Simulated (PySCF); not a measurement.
# Ionising SnB

r²SCAN; basis Sn cc-pVDZ-PP with ECP28, B cc-pVDZ; scalar-relativistic core potentials; PySCF 2.14. Neutral (UKS): quartet (σ ↑, π ↑↑), Re = 2.191 Å, ωe = 554 cm⁻¹, De = 2.92 eV, HOMO -5.42 eV, LUMO -3.49 eV.

SnB⁺ (UKS): triplet (σ ↑, π ↑), Re = 2.391 Å, ωe = 415 cm⁻¹, De = 2.23 eV to Sn⁺ + B. The energies at the minima are -239.06616 hartree for SnB and -238.76823 for SnB⁺.

Task: Work out the adiabatic ionisation energy, without and with harmonic zero-point energies (1 hartree = 27.2114 eV, 1 eV = 8065.5 cm⁻¹), and the change of the bond length.

Result: At r²SCAN: 0.29793 hartree = 8.107 eV between the minima; the zero-point term (415.0 − 554.0)/2 cm⁻¹ = -0.009 eV makes it 8.098 eV. Re changes by +20.0 pm against the neutral. The electron leaves a π orbital, and the longer bond of the ion fits a bonding orbital, or a change in how ionic the bond is.

These are scalar-relativistic numbers at best; spin–orbit coupling would shift them, the dissociation energy most. For an ion De counts to the pair picked by the measured ionisation energies or electron affinities, which need not be the lowest pair at this level. States were picked by a PBE0 search and need not be the measured ground states.
